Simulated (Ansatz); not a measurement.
Ansatz (a first-principles code) job for CH₃ClF₂SSi, SMILES CS[Si](F)(F)Cl, PBE-D3(BJ)/def2-SVP. 

Ansatz 0.2 input:
```yaml
crystal:
  periodic: [false, false, false]
  atoms:
    - {symbol: C, position_ang: [-2.34531417, -0.11985980, -0.47080350]}
    - {symbol: S, position_ang: [-1.11864872, 1.23538021, -0.42241439]}
    - {symbol: Si, position_ang: [0.57604976, 0.05217406, -0.14300758]}
    - {symbol: F, position_ang: [0.83136512, -0.93651905, -1.38682963]}
    - {symbol: F, position_ang: [1.85509386, 1.01038148, -0.00527347]}
    - {symbol: Cl, position_ang: [0.44386236, -1.13656156, 1.50377570]}
    - {symbol: H, position_ang: [-3.32477091, 0.35374787, -0.61712934]}
    - {symbol: H, position_ang: [-2.14525542, -0.79987095, -1.30986092]}
    - {symbol: H, position_ang: [-2.34819684, -0.67445377, 0.47728895]}
basis:
  gaussian:
    orbitals: def2-SVP
hamiltonian:
  xc: pbe
  dispersion: d3bj
relax: {f_tol: 0.002, max_steps: 200}
```

Program output:

```
WARN ansatz: RAYON_NUM_THREADS=1 ignored (pool sized by the plan → 1); use --threads N
Functional definition: PBE
integrals: 0.06 GiB planned
1224 factors; their error is unknown
mean field: 0.31 GiB planned
mean field evaluation 1: about -37718.3535 eV, gradient 6.0e1 eV
mean field evaluation 2: about -37702.9446 eV, gradient 1.1e2 eV
mean field evaluation 4: about -37725.4111 eV, gradient 5.5e0 eV
mean field evaluation 8: about -37725.4753 eV, gradient 2.2e-1 eV
mean field evaluation 16: about -37725.3896 eV, gradient 3.7e-4 eV
mean field -37725.38960472 eV, -1386.3824967861 hartree, gradient 3.8e-5 eV, S^2 0.000000; 0 other end points of the search recorded, 0 dependent functions left out
the calculation of the forces begins
reference -37725.38963569 eV, -1386.3824979242 hartree; 37, 37 occupied and 74, 74 virtual orbitals, 1224 factors
relax step   1: F+E_penalty+E_count = -37725.64648930 eV  Δ(F+E_penalty+E_count) = +0.000e0 eV  max|allowed force component| = 4.889e-1 eV/Å  Δτ_max = 0.0000 Å  (29 SCF iters, accepted)
these checks for a lower state are left out or cut short: starts, cluster_reference, orbital_swaps, neighbouring_geometries, increment
integrals: 0.06 GiB planned
1224 factors; their error is unknown
mean field: 0.31 GiB planned
mean field -37725.41428769 eV, -1386.3834038683 hartree, gradient 8.2e-6 eV, S^2 0.000000; 0 other end points of the search recorded, 0 dependent functions left out
the calculation of the forces begins
reference -37725.41431874 eV, -1386.3834050093 hartree; 37, 37 occupied and 74, 74 virtual orbitals, 1224 factors
relax step   2: F+E_penalty+E_count = -37725.66772953 eV  Δ(F+E_penalty+E_count) = -2.124e-2 eV  max|allowed force component| = 2.482e-1 eV/Å  Δτ_max = 0.0526 Å  (29 SCF iters, accepted)
these checks for a lower state are left out or cut short: starts, cluster_reference, orbital_swaps, neighbouring_geometries, increment
integrals: 0.06 GiB planned
1224 factors; their error is unknown
mean field: 0.30 GiB planned
mean field evaluation 32: about -37725.4175 eV, gradient 8.6e-6 eV
mean field -37725.41752314 eV, -1386.3835227690 hartree, gradient 8.6e-6 eV, S^2 0.000000; 0 other end points of the search recorded, 0 dependent functions left out
the calculation of the forces begins
reference -37725.41755421 eV, -1386.3835239108 hartree; 37, 37 occupied and 74, 74 virtual orbitals, 1224 factors
relax step   3: F+E_penalty+E_count = -37725.67060087 eV  Δ(F+E_penalty+E_count) = -2.871e-3 eV  max|allowed force component| = 8.710e-2 eV/Å  Δτ_max = 0.0165 Å  (30 SCF iters, accepted)
these checks for a lower state are left out or cut short: starts, cluster_reference, orbital_swaps, neighbouring_geometries, increment
integrals: 0.06 GiB planned
1224 factors; their error is unknown
mean field: 0.30 GiB planned
mean field -37725.41764206 eV, -1386.3835271392 hartree, gradient 8.5e-6 eV, S^2 0.000000; 0 other end points of the search recorded, 0 dependent functions left out
the calculation of the forces begins
reference -37725.41767311 eV, -1386.3835282802 hartree; 37, 37 occupied and 74, 74 virtual orbitals, 1224 factors
relax step   4: F+E_penalty+E_count = -37725.67091049 eV  Δ(F+E_penalty+E_count) = -3.096e-4 eV  max|allowed force component| = 3.088e-2 eV/Å  Δτ_max = 0.0075 Å  (30 SCF iters, accepted)
these checks for a lower state are left out or cut short: starts, cluster_reference, orbital_swaps, neighbouring_geometries, increment
integrals: 0.06 GiB planned
1224 factors; their error is unknown
mean field: 0.31 GiB planned
mean field -37725.41776315 eV, -1386.3835315893 hartree, gradient 2.5e-5 eV, S^2 0.000000; 0 other end points of the search recorded, 0 dependent functions left out
the calculation of the forces begins
reference -37725.41779421 eV, -1386.3835327307 hartree; 37, 37 occupied and 74, 74 virtual orbitals, 1224 factors
relax step   5: F+E_penalty+E_count = -37725.67100296 eV  Δ(F+E_penalty+E_count) = -9.247e-5 eV  max|allowed force component| = 8.111e-3 eV/Å  Δτ_max = 0.0036 Å  (22 SCF iters, accepted)
these checks for a lower state are left out or cut short: starts, cluster_reference, orbital_swaps, neighbouring_geometries, increment
integrals: 0.06 GiB planned
1224 factors; their error is unknown
mean field: 0.31 GiB planned
mean field -37725.41776549 eV, -1386.3835316750 hartree, gradient 9.1e-6 eV, S^2 0.000000; 0 other end points of the search recorded, 0 dependent functions left out
the calculation of the forces begins
reference -37725.41779655 eV, -1386.3835328166 hartree; 37, 37 occupied and 74, 74 virtual orbitals, 1224 factors
relax step   6: F+E_penalty+E_count = -37725.67103982 eV  Δ(F+E_penalty+E_count) = -3.686e-5 eV  max|allowed force component| = 5.062e-3 eV/Å  Δτ_max = 0.0040 Å  (23 SCF iters, accepted)
these checks for a lower state are left out or cut short: starts, cluster_reference, orbital_swaps, neighbouring_geometries, increment
integrals: 0.06 GiB planned
1224 factors; their error is unknown
mean field: 0.31 GiB planned
mean field -37725.41778669 eV, -1386.3835324542 hartree, gradient 8.2e-6 eV, S^2 0.000000; 0 other end points of the search recorded, 0 dependent functions left out
the calculation of the forces begins
reference -37725.41781777 eV, -1386.3835335964 hartree; 37, 37 occupied and 74, 74 virtual orbitals, 1224 factors
relax step   7: F+E_penalty+E_count = -37725.67109233 eV  Δ(F+E_penalty+E_count) = -5.252e-5 eV  max|allowed force component| = 1.383e-2 eV/Å  Δτ_max = 0.0110 Å  (29 SCF iters, accepted)
these checks for a lower state are left out or cut short: starts, cluster_reference, orbital_swaps, neighbouring_geometries, increment
integrals: 0.06 GiB planned
1224 factors; their error is unknown
mean field: 0.30 GiB planned
mean field evaluation 64: about -37725.4178 eV, gradient 3.1e-4 eV
mean field -37725.41779502 eV, -1386.3835327604 hartree, gradient 8.1e-6 eV, S^2 0.000000; 0 other end points of the search recorded, 0 dependent functions left out
the calculation of the forces begins
reference -37725.41782611 eV, -1386.3835339029 hartree; 37, 37 occupied and 74, 74 virtual orbitals, 1224 factors
relax step   8: F+E_penalty+E_count = -37725.67111220 eV  Δ(F+E_penalty+E_count) = -1.986e-5 eV  max|allowed force component| = 7.775e-3 eV/Å  Δτ_max = 0.0080 Å  (31 SCF iters, accepted)
these checks for a lower state are left out or cut short: starts, cluster_reference, orbital_swaps, neighbouring_geometries, increment
integrals: 0.06 GiB planned
1224 factors; their error is unknown
mean field: 0.31 GiB planned
mean field -37725.41783320 eV, -1386.3835341636 hartree, gradient 8.1e-6 eV, S^2 0.000000; 0 other end points of the search recorded, 0 dependent functions left out
the calculation of the forces begins
reference -37725.41786430 eV, -1386.3835353063 hartree; 37, 37 occupied and 74, 74 virtual orbitals, 1224 factors
relax step   9: F+E_penalty+E_count = -37725.67111777 eV  Δ(F+E_penalty+E_count) = -5.571e-6 eV  max|allowed force component| = 3.078e-3 eV/Å  Δτ_max = 0.0068 Å  (30 SCF iters, accepted)
these checks for a lower state are left out or cut short: starts, cluster_reference, orbital_swaps, neighbouring_geometries, increment
integrals: 0.06 GiB planned
1224 factors; their error is unknown
mean field: 0.31 GiB planned
mean field -37725.41785912 eV, -1386.3835351159 hartree, gradient 1.8e-5 eV, S^2 0.000000; 0 other end points of the search recorded, 0 dependent functions left out
the calculation of the forces begins
reference -37725.41789021 eV, -1386.3835362586 hartree; 37, 37 occupied and 74, 74 virtual orbitals, 1224 factors
relax step  10: F+E_penalty+E_count = -37725.67112033 eV  Δ(F+E_penalty+E_count) = -2.564e-6 eV  max|allowed force component| = 1.801e-3 eV/Å  Δτ_max = 0.0019 Å  (21 SCF iters, accepted)
integrals: 0.06 GiB planned
1224 factors; their error is unknown
mean field: 0.31 GiB planned
mean field evaluation 96: about -37725.4179 eV, gradient 2.0e-3 eV
mean field -37725.41785912 eV, -1386.3835351159 hartree, gradient 1.8e-5 eV, S^2 0.000000; 1 other end points of the search recorded, 0 dependent functions left out
the calculation of the forces begins
reference -37725.41789021 eV, -1386.3835362586 hartree; 37, 37 occupied and 74, 74 virtual orbitals, 1224 factors
Total energy: -37725.67115142 eV, -1386.3928434365 hartree
Atom 0 at    -2.373103    -0.120095    -0.474227 Å, force    -0.000181     0.000172     0.000292 eV/Å
Atom 1 at    -1.116848     1.229414    -0.466050 Å, force    -0.000491    -0.000363     0.001278 eV/Å
Atom 2 at     0.598816     0.044997    -0.144707 Å, force     0.001367     0.000165    -0.001801 eV/Å
Atom 3 at     0.913500    -0.949939    -1.388585 Å, force     0.000346     0.000474     0.000621 eV/Å
Atom 4 at     1.864671     1.040813     0.014603 Å, force    -0.000422    -0.000885    -0.000225 eV/Å
Atom 5 at     0.457024    -1.156821     1.517876 Å, force    -0.000957     0.000593     0.000128 eV/Å
Atom 6 at    -3.352307     0.381180    -0.583614 Å, force     0.000055    -0.000112    -0.000249 eV/Å
Atom 7 at    -2.215738    -0.804387    -1.328720 Å, force     0.000188    -0.000046    -0.000011 eV/Å
Atom 8 at    -2.351830    -0.680744     0.479170 Å, force     0.000096     0.000003    -0.000033 eV/Å
Dipole moment:    -0.485648    -0.116782     0.002606 e Å
```

Self-consistency was reached.

Cost: about 30 core-seconds (a rough figure).
